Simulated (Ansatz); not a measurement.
`BC([SiH3])BCl` + `[SiH3]Cl` → `BC([SiH3])[SiH2]Cl` + `BCl`  (formal exchange of groups at a C–B bond)

Gas-phase electronic energies from Ansatz, PBE0-D4/def2-TZVP geometries. CCSD(T)/CBS adds triple-zeta CCSD(T) − MP2 to the extrapolated MP2 energy (def2 sets, frozen cores). This one scheme is used for every species. DFT in def2-TZVPP. B3LYP here is the variant with VWN-RPA as its local correlation; programs differ in this. Each species was taken in one conformer, which may not be the lowest.

`BC([SiH3])BCl`:

Z-matrix (Å, degrees):
```
Si
C 1 1.914
B 1 2.468 2 38.7
H 1 1.481 2 107.9 3 -136.9
H 1 1.494 2 108.7 3 -19.4
H 1 1.480 2 111.7 3 100.3
B 2 1.530 1 106.8 3 -116.5
H 2 1.091 1 107.7 3 117.8
H 3 1.195 1 118.4 2 -108.0
H 3 1.198 1 97.8 2 122.2
Cl 7 1.754 2 120.9 1 -120.9
H 7 1.193 2 122.5 1 59.7
```

`[SiH3]Cl`:

```xyz
5

Si   -0.052   -0.029   -0.114
Cl    0.775    0.429    1.709
H    -1.152    0.925   -0.384
H    -0.571   -1.414   -0.061
H     0.999    0.089   -1.150
```

`BC([SiH3])[SiH2]Cl`:

```xyz
13

B     0.466   -1.379    0.804
C     0.020   -0.498   -0.372
Si   -1.576    0.266    0.316
Si    1.153    0.929   -0.736
Cl    2.878    0.247   -1.633
H     0.829   -0.863    1.824
H     0.407   -2.572    0.749
H    -0.233   -1.044   -1.285
H    -2.175   -0.603    1.364
H    -1.282    1.592    0.922
H    -2.550    0.422   -0.792
H     0.533    1.889   -1.682
H     1.530    1.614    0.520
```

`BCl`:

Cartesian coordinates in Å:
```
B -0.149 -0.022 0.024
Cl 1.544 0.232 -0.243
H -0.582 -1.121 -0.126
H -0.813 0.911 0.346
```

```csv
level,ΔE (kJ/mol),difference from CCSD(T)/CBS
PBE-D4,23.6,7.3
r2SCAN-D4,22.0,5.7
PBE0-D4,20.8,4.5
B3LYP-D4,16.5,0.2
ωB97X-V,16.6,0.3
B2PLYP,18.7,2.4
PBE,26.7,10.4
r2SCAN,22.9,6.6
HF/def2-TZVPP,11.4,-4.9
MP2/def2-TZVPP,16.4,0.1
SCS-MP2/def2-TZVPP,14.9,-1.4
HF/def2-QZVPP,11.6,-4.7
MP2/def2-QZVPP,16.4,0.1
SCS-MP2/def2-QZVPP,14.9,-1.4
HF/CBS(def2),11.6,-4.7
CCSD/CBS(def2),15.4,-0.9
CCSD(T)/CBS,16.3,0
```

Largest T1 diagnostic among the species: 0.012.

From PBE to PBE0 (25 % exact exchange), in def2-TZVPP and without D4, ΔE moves by −3.0 kJ/mol. In def2-TZVPP, CCSD(T) changes the Hartree–Fock value by +4.9 kJ/mol (the triples alone add +0.9 kJ/mol) and MP2 by +4.9 kJ/mol. The D4 term adds −5.0 kJ/mol with B3LYP and −2.8 kJ/mol with PBE0; it sums over pairs of atoms, weighted by their polarisabilities, and B3LYP, whose exchange is more repulsive, gets the larger term.
